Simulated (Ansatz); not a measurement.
B6P6. Total charge 0; triplet. Geometry PBE-D4/def2-SVP, that of the neutral singlet; atoms count from 1.

Cartesian coordinates in Å:
```
B -0.063 -0.640 -1.990
B -0.139 1.144 0.133
B -0.420 -0.909 0.550
B 1.163 -0.090 0.411
B 0.376 0.256 1.705
B -1.418 0.137 1.330
P 0.324 1.221 -1.809
P 2.140 -0.113 -1.244
P -1.519 2.105 1.060
P -0.761 -2.077 -0.915
P -0.888 0.974 2.966
P 1.205 -2.008 -2.196
```

At PBE0-D4/def2-TZVP a singlet of charge 0 lies 1.94 eV below the triplet at the same geometry. The structure comes from a short search, and lower isomers may exist.

Question: Estimate the Mulliken populations from the PBE0/def2-TZVP orbitals of Ansatz.

Answer: 
| atom | charge (e) | spin (α − β) |
| --- | --- | --- |
| B1 | 0.11 | 0.09 |
| B2 | -0.08 | 0.11 |
| B3 | -0.07 | 0.00 |
| B4 | 0.08 | 0.23 |
| B5 | 0.23 | 0.13 |
| B6 | -0.08 | 0.51 |
| P7 | -0.03 | 0.13 |
| P8 | -0.02 | 0.15 |
| P9 | 0.00 | 0.21 |
| P10 | -0.05 | 0.23 |
| P11 | -0.06 | 0.10 |
| P12 | -0.04 | 0.10 |
Mulliken values depend strongly on the basis.

Question: Where does the spin sit?

Answer: Summed by element: B 1.07, P 0.93, of 2 unpaired in all. Largest on single atoms: B6 0.51, B4 0.23, P10 0.23.

Question: And the Mayer bond orders between heavy atoms (over 0.3)?

Answer: B1–P7 1.05 (1.91 Å); B1–P10 0.97 (1.93 Å); B1–P12 1.04 (1.88 Å); B2–B4 0.52 (1.82 Å); B2–B5 0.46 (1.88 Å); B2–B6 0.36 (2.02 Å); B2–P7 0.87 (2.00 Å); B2–P9 1.03 (1.92 Å); B3–B4 0.72 (1.79 Å); B3–B5 0.48 (1.82 Å); B3–B6 0.92 (1.64 Å); B3–P10 0.93 (1.90 Å); B4–B5 0.92 (1.55 Å); B4–P8 0.98 (1.92 Å); B5–B6 0.33 (1.84 Å); B5–P11 0.98 (1.92 Å); B6–P9 0.76 (1.99 Å); B6–P11 0.84 (1.91 Å); P7–P8 0.86 (2.32 Å); P8–P12 0.88 (2.32 Å); P9–P11 0.97 (2.30 Å); P10–P12 0.93 (2.35 Å).
